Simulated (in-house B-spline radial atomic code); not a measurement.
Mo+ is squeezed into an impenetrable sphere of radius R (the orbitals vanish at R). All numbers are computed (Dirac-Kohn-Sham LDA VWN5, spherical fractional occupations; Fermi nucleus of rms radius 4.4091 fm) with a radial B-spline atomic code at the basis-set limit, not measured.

Energies in eV above the free ion in [Kr] 4d5:

```tsv
R (bohr)	highest level (eV)	[Kr] 4d5	[Ar] 3d10 4s2 4p5 4d5 4f1	[Ar] 3d10 4s2 4p5 4d6
9.74	-10.6	0.0007479	49.33	35.17
5.82	-10.1	0.3109	54.29	35.44
4.82	-9.09	1.381	58.59	36.48
4.6	-8.67	1.922	60.09	37.03
3.61	-4.73	8.963	73.47	44.48
3.14	-0.252	20.03	89.54	56.41
2.43	16.9	82.15	164.1	122.4
2.3	23	110.1	195.2	151.6
1.63	101	605.5	710.5	660.1
1.42	164	1120	1226	1181
```

Task: Does [Ar] 3d10 4s2 4p5 4d5 4f1 fall below [Kr] 4d5 under compression?

Result: No, it stays above over the whole range.

Task: Does [Ar] 3d10 4s2 4p5 4d6 fall below [Kr] 4d5 under compression?

Result: No, it stays above over the whole range.

The highest level is first positive in the row R = 2.43 bohr, pushed up by confinement above the zero of the free ion's potential. Each configuration is held fixed and needn't be the lowest in the sphere.
